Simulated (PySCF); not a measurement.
Species: AsP3SOO nortricyclane, AsO2P3S.
Geometry (PBE0-D3(BJ)/def2-SVP, Å), atoms numbered from 1 in this order:
```
atom  x, y, z in Å
As1   -0.110   -1.653    0.183
S2    -1.962   -0.402   -0.135
P3    -0.993    1.462   -0.283
P4     0.979    0.800   -1.184
O5     0.813   -0.855   -1.148
P6     0.778    1.082    1.080
O7     0.587   -0.536    1.418
```

Theory: TDDFT wB97X-D/def2-SVPD, vertical, gas phase, core orbitals frozen in the response in PySCF. Relativistic effects, spin–orbit coupling among them, are left out although an element past zinc is present.

Ground-to-excited transition dipoles (e·a0, same axes as the geometry; the sign carries no meaning), for the states with f of 0.002 or more among the lowest 9:

```json
{"state": "S1", "E (hartree)": "0.1413", "μx": "0.014", "μy": "-0.018", "μz": "-0.148"}
{"state": "S4", "E (hartree)": "0.1870", "μx": "0.188", "μy": "0.214", "μz": "-0.010"}
{"state": "S5", "E (hartree)": "0.1905", "μx": "0.053", "μy": "-0.279", "μz": "0.040"}
{"state": "S7", "E (hartree)": "0.1970", "μx": "0.011", "μy": "-0.013", "μz": "-0.126"}
{"state": "S8", "E (hartree)": "0.1985", "μx": "-0.045", "μy": "-0.416", "μz": "0.047"}
{"state": "S9", "E (hartree)": "0.2014", "μx": "0.222", "μy": "0.032", "μz": "0.023"}
```

(1) Work out the oscillator strengths.

(2) What is the point group, and which symmetry does each of these states have?

(3) Which bond between heavy atoms lies closest to the direction of the S8 transition dipole?

(4) What angle do the transition dipoles of S4 and S8 make?

(5) What peak molar absorption coefficient would the strongest computed level give as a lone Gaussian band 0.4 eV wide at half height?

Results:

(1) f = (2/3) ΔE |μ|² with ΔE in hartree (27.2114 eV).

```tsv
state	|μ|² (au)	|μ| (D)	f
S1	0.022	0.38	0.002
S4	0.081	0.72	0.010
S5	0.082	0.73	0.010
S7	0.016	0.32	0.002
S8	0.177	1.07	0.023
S9	0.051	0.57	0.007
```

(2) Cs. From a totally symmetric ground state, an allowed state transforms like the component of the dipole operator along its μ. Polarised normal to the mirror plane, so A″: S1 and S7. Polarised in the mirror plane, so A′: S4, S5, S8 and S9.

(3) P4–O5 and P6–O7, at 5° from it; next S2–P3 at 21°.

(4) |cos θ| = |μa·μb| / (|μa| |μb|) = 0.82, so θ ≈ 35° (taken between 0 and 90°, since the signs are arbitrary).

(5) ε(max) = 2.175×10⁸ f / FWHM, with the width in cm⁻¹. S8: 2.175×10⁸ × 0.0235 / 3226 ≈ 1600 L mol⁻¹ cm⁻¹.

All these states lie below the vertical ionisation energy of 8.93 eV (ΔSCF).

On Arm Neoverse V1, one thread, no GPU (shared host), this took 2.8 min of wall time (grids of density and orbitals included) and 0.97 GiB of memory at its peak.

One conformer stands for the species.
